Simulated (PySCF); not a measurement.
Computed IR spectrum (relative IR intensity) of a molecule C3H6ClFSi. Geometry: B3LYP-D3(BJ)/def2-SVP. The values are those of a single conformer. These are B3LYP-D3(BJ)/def2-SVP in PySCF values and carry that method's errors. Frequencies are harmonic and unscaled.

Lines under 2 % of the strongest are left out, and lines within 2 cm⁻¹ are merged.

ν (cm⁻¹): 606 (w), 639 (w), 737 (vw), 792 (w), 807 (w), 860 (w), 922 (vs), 965 (m), 1088 (m), 1225 (w), 1441 (vw), 1451 (vw), 1697 (m), 2250 (s), 3033 (vw) (against the strongest line: vs over 80 %, s over 45 %, m over 15 %, w over 4 %, vw less)

Problem. Identify the compound among the candidates.
A) F[C@@H]([SiH3])/C=C/Cl
B) F/C(=C\Cl)C[SiH3]
C) F[C@@H]1[SiH2]C[C@H]1Cl
D) C/C(Cl)=C/[SiH2]F

Solution. D, C/C(Cl)=C/[SiH2]F
